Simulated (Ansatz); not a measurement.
```yaml
crystal:
  periodic: [false, false, false]
  atoms:
    - {symbol: F, position_ang: [1.078378, -2.296742, 0.369507]}
    - {symbol: C, position_ang: [1.110295, -1.061522, -0.158039]}
    - {symbol: Cl, position_ang: [2.317194, 0.037767, 0.534410]}
    - {symbol: Si, position_ang: [-0.638486, -0.307727, -0.079058]}
    - {symbol: C, position_ang: [-0.854585, 1.443165, 0.040815]}
    - {symbol: O, position_ang: [-1.011894, 0.552417, 1.196407]}
    - {symbol: H, position_ang: [1.430714, -1.221276, -1.222591]}
    - {symbol: H, position_ang: [-1.617150, -1.345276, -0.646220]}
    - {symbol: H, position_ang: [-1.836313, 1.934131, -0.186505]}
    - {symbol: H, position_ang: [-0.063157, 2.138283, 0.170933]}
basis:
  gaussian: {orbitals: def2-SVPD, nuclear_model: gaussian}
hamiltonian: {xc: {name: HF}}
correlation: {method: mp2, frozen_orbitals: {F: 0}}
```

```sh
$ ansatz run in.yaml --threads 4 --pin off --events-out ev --progress --plain --max-ram 10444MiB
```

Shortened log:

```
Functional definition: HF
Error: "frozen_orbitals" has no count for C
```

In this input frozen orbitals are typed for one element alone, and the program wants a count for each. The input was rejected before any iteration.
